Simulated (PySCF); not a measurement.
Mn(CO)5(H), SMILES [O+]#[C-]->[MnH](<-[C-]#[O+])(<-[C-]#[O+])(<-[C-]#[O+])<-[C-]#[O+] (C5HMnO5) at its CAM-B3LYP/def2-SVP optimised geometry (Å):

```
12

Mn    -0.0590     0.6996     0.0000
O     -0.4543    -2.2540    -0.0046
C     -0.3016    -1.1250    -0.0034
O      0.0016     1.1478    -2.9493
C     -0.0264     0.9411    -1.8320
O      2.9240     0.7604    -0.0002
C      1.7890     0.6996     0.0000
O     -2.9240     1.5315    -0.0003
C     -1.8437     1.1784     0.0000
O     -0.0007     1.1366     2.9509
C     -0.0280     0.9331     1.8330
H      0.1444     2.2540     0.0049
```

Level of theory: CAM-B3LYP/def2-TZVP run with PySCF. Cells within 0.4 Å of a nucleus heavier than hydrogen are left out (blank, or x).

Map of the electrostatic potential (hartree/e), clipped to [-0.08, 0.12] on the plane z = 0.0 Å:

```
|111111111111111111111111111|
|111111111111111111111111111|
|111111111111111111111111111|
|000011111111100011111111111|
|000001111111111111111111111|
|000001122211244211111111111|
|000012334322899611121110000|
|000169999954999932332110000|
|000399999998999957864310000|
|00069xx9x999999999999961000|
|00049999xx99999999999993000|
|000289999999xx999xx9xx96000|
|1011259999999x9999x99994000|
|111123589899999999999971000|
|111122345599999989996420000|
|111122234799x99955543211000|
|111112234899xx9954332111111|
|111111223799999953222111111|
|111111122599x99632221111111|
|11111111149xx99422211111111|
|111111110299997211111111111|
|111111100027951011111111111|
|111111100000000001111111111|
|111111100000000001111111111|
|111111100000000001111111111|
|111111100000000001111111111|
|111111110000000011111111111|
```
Scale: ten equal steps from -0.017 (start of '0') to 0.120 (end of '9'), in the order '0123456789'; x runs from -5.00 to 5.00, y from -5.00 (bottom) to 5.00 (top).
